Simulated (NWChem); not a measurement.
System: C₂H₅FOSi; SMILES O=C[SiH2]CF

The following NWChem deck was run.

```
start job
memory heap 200 mb stack 900 mb global 1100 mb
geometry units angstroms noautoz
  O     -0.503092    -2.465890    -0.242198
  C     -0.597448    -1.347085     0.196235
  Si     0.856132    -0.072569     0.169004
  C      0.169743     1.560355    -0.530424
  F     -0.917637     1.930863     0.239698
  H     -1.569477    -0.997041     0.646855
  H      1.299075     0.158464     1.576851
  H      1.978558    -0.586432    -0.666351
  H     -0.154597     1.445288    -1.580129
  H      0.923096     2.367639    -0.507937
end
basis spherical
  * library def2-svp
end
dft
  xc scan
  grid coarse
  iterations 150
  mulliken
end
task dft gradient
```

NWChem printed, in part:

```
             Northwest Computational Chemistry Package (NWChem) 7.3.0
             --------------------------------------------------------

 C1  symmetry detected

                             Geometry "geometry" -> ""
                             -------------------------

 Output coordinates in angstroms (scale by  1.889725989 to convert to a.u.)

  No.       Tag          Charge          X              Y              Z
 ---- ---------------- ---------- -------------- -------------- --------------
    1 O                    8.0000    -0.49034721    -2.47332871    -0.24108970
    2 C                    6.0000    -0.59579556    -1.35167137     0.18741543
    3 Si                  14.0000     0.85914093    -0.07842243     0.19234780
    4 C                    6.0000     0.19388148     1.55049426    -0.53623331
    5 F                    9.0000    -0.91408063     1.92672168     0.20108089
    6 H                    1.0000    -1.57961734    -0.99803723     0.60868393
    7 H                    1.0000     1.26311753     0.16129225     1.61042668
    8 H                    1.0000     2.00381241    -0.59844513    -0.60828750
    9 H                    1.0000    -0.10135497     1.42894858    -1.59376795
   10 H                    1.0000     0.94705708     2.35735280    -0.49802755

 Effective nuclear repulsion energy (a.u.)     215.4594008045

                                 NWChem DFT Module
                                 -----------------

 Summary of "ao basis" -> "ao basis" (spherical)
 ------------------------------------------------------------------------------
       Tag                 Description            Shells   Functions and Types
 ---------------- ------------------------------  ------  ---------------------
 O                          def2-svp                 6       14   3s2p1d
 C                          def2-svp                 6       14   3s2p1d
 Si                         def2-svp                 8       18   4s3p1d
 F                          def2-svp                 6       14   3s2p1d
 H                          def2-svp                 3        5   2s1p

            General Information
            -------------------
          SCF calculation type: DFT
          Wavefunction type:  closed shell.
          No. of atoms     :    10
          No. of electrons :    48
           Alpha electrons :    24
            Beta electrons :    24
          Charge           :     0
          Spin multiplicity:     1
          Use of symmetry is: off; symmetry adaption is: off
          Maximum number of iterations: 150
          AO basis - number of functions:    99
                     number of shells:    47
          Convergence on energy requested:  1.00D-06
          Convergence on density requested:  1.00D-05
          Convergence on gradient requested:  5.00D-04

              XC Information
              --------------
                         SCAN Method XC Functional
                  SCAN metaGGA Exchange Functional  1.000
                        SCAN Correlation Potential  1.000

             Grid Information
             ----------------
          Grid used for XC integration:  coarse
          Radial quadrature: Mura-Knowles
          Angular quadrature: Lebedev.
          Tag              B.-S. Rad. Rad. Pts. Rad. Cut. Ang. Pts.
          ---              ---------- --------- --------- ---------
          O                   0.60       35          12.0       302
          C                   0.70       35          10.0       302
          Si                  1.10       70           8.0       302
          F                   0.50       35          10.0       302
          H                   0.35       35          11.0       302
          Grid pruning is: on
          Number of quadrature shells:   385
          Spatial weights used:  Erf1

      Superposition of Atomic Density Guess
      -------------------------------------

 Sum of atomic energies:        -540.46822567

      Non-variational initial energy
      ------------------------------

 Total energy =    -542.287847
 1-e energy   =   -1174.473623
 2-e energy   =     416.726376
 HOMO         =      -0.268826
 LUMO         =      -0.056577

     ---------------------------------------------
      Total Density - Mulliken Population Analysis
     ---------------------------------------------

    Atom       Charge   Shell Charges
 -----------   ------   -------------------------------------------------------
    1 O    8     8.68   1.99  1.13  0.68  3.04  1.82  0.01
    2 C    6     5.57   1.99  0.96  0.34  1.55  0.66  0.07
    3 Si  14    13.51   2.00  1.99  1.03  0.25  5.94  1.16  1.00  0.14
    4 C    6     5.88   1.99  0.93  0.28  1.75  0.88  0.05
    5 F    9     9.44   1.99  1.14  0.78  3.45  2.07  0.00
    6 H    1     0.96   0.69  0.24  0.02
    7 H    1     1.06   0.69  0.36  0.01
    8 H    1     1.06   0.69  0.36  0.01
    9 H    1     0.92   0.69  0.21  0.02
   10 H    1     0.92   0.68  0.21  0.02

   convergence    iter        energy       DeltaE   RMS-Dens  Diis-err
 ---------------- ----- ----------------- --------- --------- ---------
 d= 0,ls=0.0,diis     1   -543.2284567549 -7.59D+02  2.03D-02  1.02D+00
 d= 0,ls=0.0,diis     2   -542.6777804279  5.51D-01  1.50D-02  6.21D+00
 d= 0,ls=0.0,diis     3   -543.3477017674 -6.70D-01  2.82D-03  8.43D-02
 d= 0,ls=0.0,diis     4   -543.3512587494 -3.56D-03  1.32D-03  5.12D-02
 d= 0,ls=0.0,diis     5   -543.3560595115 -4.80D-03  2.88D-04  1.60D-03
  Resetting Diis
 d= 0,ls=0.0,diis     6   -543.3562021104 -1.43D-04  1.11D-04  9.96D-05
 d= 0,ls=0.0,diis     7   -543.3562164859 -1.44D-05  4.67D-05  3.69D-06
 d= 0,ls=0.0,diis     8   -543.3562161957  2.90D-07  2.39D-05  5.97D-06
 d= 0,ls=0.0,diis     9   -543.3562171415 -9.46D-07  2.84D-06  1.19D-07

         Total DFT energy =     -543.356217141485
      One electron energy =    -1177.624309350673
           Coulomb energy =      471.347931669157
    Exchange-Corr. energy =      -52.539240264481
 Nuclear repulsion energy =      215.459400804513

 Numeric. integr. density =       48.000050403154

                       DFT Final Molecular Orbital Analysis
                       ------------------------------------

 Vector   22  Occ=2.000000D+00  E=-3.184778D-01
              MO Center= -2.2D-01,  1.6D+00, -1.5D-01, r^2= 2.4D+00
   Bfn.  Coefficient  Atom+Function         Bfn.  Coefficient  Atom+Function
  ----- ------------  ---------------      ----- ------------  ---------------
    65      0.304356   5 F  py               66      0.300637   5 F  pz
    64      0.284208   5 F  px               90     -0.241404   9 H  s
    95      0.242205  10 H  s                68     -0.217823   5 F  py
    69     -0.212217   5 F  pz               67     -0.201584   5 F  px
    52      0.158593   4 C  pz               50      0.151070   4 C  px

 Vector   23  Occ=2.000000D+00  E=-2.861629D-01
              MO Center=  4.8D-02,  1.1D+00, -1.3D-01, r^2= 2.8D+00
   Bfn.  Coefficient  Atom+Function         Bfn.  Coefficient  Atom+Function
  ----- ------------  ---------------      ----- ------------  ---------------
    65      0.347603   5 F  py               51      0.273161   4 C  py
    68     -0.257928   5 F  py               66     -0.241728   5 F  pz
    37     -0.185566   3 Si py               52     -0.185543   4 C  pz
    31     -0.175731   3 Si s                69      0.171783   5 F  pz
    49     -0.162450   4 C  s                90      0.157323   9 H  s

 Vector   24  Occ=2.000000D+00  E=-2.112186D-01
              MO Center= -4.3D-01, -1.7D+00, -1.6D-03, r^2= 2.5D+00
   Bfn.  Coefficient  Atom+Function         Bfn.  Coefficient  Atom+Function
  ----- ------------  ---------------      ----- ------------  ---------------
     4      0.509809   1 O  px                7      0.391225   1 O  px
    75      0.264840   6 H  s                76      0.215088   6 H  s
    31     -0.199186   3 Si s                18     -0.180210   2 C  px
    37      0.169630   3 Si py               36      0.148577   3 Si px
    39      0.138018   3 Si px               17     -0.134000   2 C  s

 Vector   25  Occ=0.000000D+00  E=-8.947127D-02
              MO Center= -3.7D-01, -1.4D+00,  7.6D-02, r^2= 2.3D+00
   Bfn.  Coefficient  Atom+Function         Bfn.  Coefficient  Atom+Function
  ----- ------------  ---------------      ----- ------------  ---------------
    23     -0.418854   2 C  pz               20     -0.415342   2 C  pz
     6      0.385294   1 O  pz                9      0.379513   1 O  pz
    81      0.225708   7 H  s                41     -0.219978   3 Si pz
    49     -0.191501   4 C  s                22      0.166693   2 C  py
    19      0.145785   2 C  py                5     -0.136539   1 O  py

 Vector   26  Occ=0.000000D+00  E= 1.060311D-02
              MO Center=  6.9D-01,  3.8D-01,  1.2D-01, r^2= 3.8D+00
   Bfn.  Coefficient  Atom+Function         Bfn.  Coefficient  Atom+Function
  ----- ------------  ---------------      ----- ------------  ---------------
    17      1.013706   2 C  s                39      0.905654   3 Si px
    40      0.651412   3 Si py               86     -0.522086   8 H  s
    49     -0.419859   4 C  s                76     -0.341077   6 H  s
    63      0.301673   5 F  s                41     -0.279961   3 Si pz
    22      0.247102   2 C  py               55     -0.219343   4 C  pz

 Vector   27  Occ=0.000000D+00  E= 1.643845D-02
              MO Center=  7.3D-01, -3.6D-02,  1.6D-01, r^2= 4.1D+00
   Bfn.  Coefficient  Atom+Function         Bfn.  Coefficient  Atom+Function
  ----- ------------  ---------------      ----- ------------  ---------------
    40      1.156345   3 Si py               49     -0.906676   4 C  s
    86      0.754875   8 H  s                39     -0.366732   3 Si px
    91      0.338116   9 H  s                81     -0.329581   7 H  s
    54      0.312175   4 C  py               53     -0.303794   4 C  px
    41      0.283359   3 Si pz               17      0.225910   2 C  s

     ---------------------------------------------
      Total Density - Mulliken Population Analysis
     ---------------------------------------------

    Atom       Charge   Shell Charges
 -----------   ------   -------------------------------------------------------
    1 O    8     8.22   1.99  1.11  0.70  2.81  1.59  0.02
    2 C    6     6.00   1.99  0.95  0.32  1.94  0.72  0.08
    3 Si  14    13.59   2.00  1.98  1.06  0.18  5.93  1.34  0.90  0.19
    4 C    6     5.98   1.99  0.92  0.23  2.01  0.78  0.06
    5 F    9     9.28   1.99  1.13  0.81  3.34  2.00  0.01
    6 H    1     0.96   0.75  0.19  0.02
    7 H    1     1.05   0.73  0.30  0.01
    8 H    1     1.05   0.74  0.30  0.01
    9 H    1     0.94   0.75  0.16  0.03
   10 H    1     0.94   0.75  0.16  0.03

     -------------------------------------------
      Total Density - Lowdin Population Analysis
     -------------------------------------------

    Atom       Charge   Shell Charges
 -----------   ------   -------------------------------------------------------
    1 O    8     8.13   1.98  0.94  0.65  2.68  1.85  0.03
    2 C    6     6.02   1.97  0.65  0.37  1.76  1.11  0.17
    3 Si  14    13.54   2.00  1.93  0.67  0.33  5.82  1.36  1.14  0.29
    4 C    6     6.04   1.96  0.61  0.34  1.81  1.18  0.13
    5 F    9     9.15   1.98  1.02  0.75  3.22  2.16  0.01
    6 H    1     1.01   0.65  0.29  0.07
    7 H    1     1.08   0.64  0.42  0.03
    8 H    1     1.08   0.64  0.42  0.03
    9 H    1     0.98   0.64  0.26  0.07
   10 H    1     0.98   0.64  0.26  0.07

     Multipole analysis of the density
     ---------------------------------

     L   x y z        total         alpha         beta         nuclear
     -   - - -        -----         -----         ----         -------
     0   0 0 0      0.000000    -24.000000    -24.000000     48.000000

     1   1 0 0      0.453872      0.226936      0.226936     -0.000000
     1   0 1 0      0.734741      0.367370      0.367370     -0.000000
     1   0 0 1     -0.131692     -0.065846     -0.065846     -0.000000

     2   2 0 0    -27.429243    -69.326133    -69.326133    111.223022
     2   1 1 0      1.444147     -3.229005     -3.229005      7.902156
     2   1 0 1     -0.113735      0.202127      0.202127     -0.517989
     2   0 2 0    -33.166372   -225.134721   -225.134721    417.103069
     2   0 1 1     -2.493767      2.141420      2.141420     -6.776606
     2   0 0 2    -26.437900    -30.011878    -30.011878     33.585856

            General Information
            -------------------
          SCF calculation type: DFT
          Wavefunction type:  closed shell.
          No. of atoms     :    10
          No. of electrons :    48
           Alpha electrons :    24
            Beta electrons :    24
          Charge           :     0
          Spin multiplicity:     1
          Use of symmetry is: off; symmetry adaption is: off
          Maximum number of iterations: 150
          AO basis - number of functions:    99
                     number of shells:    47
          Convergence on energy requested:  1.00D-06
          Convergence on density requested:  1.00D-05
          Convergence on gradient requested:  5.00D-04

              XC Information
              --------------
                         SCAN Method XC Functional
                  SCAN metaGGA Exchange Functional  1.000
                        SCAN Correlation Potential  1.000

             Grid Information
             ----------------
          Grid used for XC integration:  coarse
          Radial quadrature: Mura-Knowles
          Angular quadrature: Lebedev.
          Tag              B.-S. Rad. Rad. Pts. Rad. Cut. Ang. Pts.
          ---              ---------- --------- --------- ---------
          O                   0.60       35          12.0       302
          C                   0.70       35          10.0       302
          Si                  1.10       70           8.0       302
          F                   0.50       35          10.0       302
          H                   0.35       35          11.0       302
          Grid pruning is: on
          Number of quadrature shells:   385
          Spatial weights used:  Erf1

          Convergence Information
          -----------------------
          Convergence aids based upon iterative change in
          total energy or number of iterations.
          Levelshifting, if invoked, occurs when the
          HOMO/LUMO gap drops below (HL_TOL):  1.00D-02
          DIIS, if invoked, will attempt to extrapolate
          using up to (NFOCK): 10 stored Fock matrices.

                    Damping( 0%)  Levelshifting(0.5)       DIIS
                  --------------- ------------------- ---------------
          dE  on:    start            ASAP                start
          dE off:    2 iters        150 iters           150 iters

                            NWChem DFT Gradient Module
                            --------------------------

[...]

                         DFT ENERGY GRADIENTS

    atom               coordinates                        gradient
                 x          y          z           x          y          z
   1 O      -0.926622  -4.673914  -0.455593   -0.000884   0.007848   0.002997
   2 C      -1.125890  -2.554289   0.354164   -0.000757  -0.006812  -0.002012
   3 Si      1.623541  -0.148197   0.363485   -0.001157  -0.000387  -0.000088
   4 C       0.366383   2.930009  -1.013334   -0.004773   0.002022   0.002034
   5 F      -1.727362   3.640976   0.379988    0.005426  -0.001296  -0.004065
   6 H      -2.985044  -1.886017   1.150246    0.001908  -0.001069  -0.000882
   7 H       2.386946   0.304798   3.043265    0.000271   0.000032   0.000391
   8 H       3.786656  -1.130897  -1.149497    0.000673   0.000099  -0.000052
   9 H      -0.191533   2.700321  -3.011785    0.000054   0.000257   0.001318
  10 H       1.789678   4.454751  -0.941136   -0.000762  -0.000693   0.000359
```

Level: SCAN/def2-SVP. Geometry: optimised at PBE0/def2-SVP.
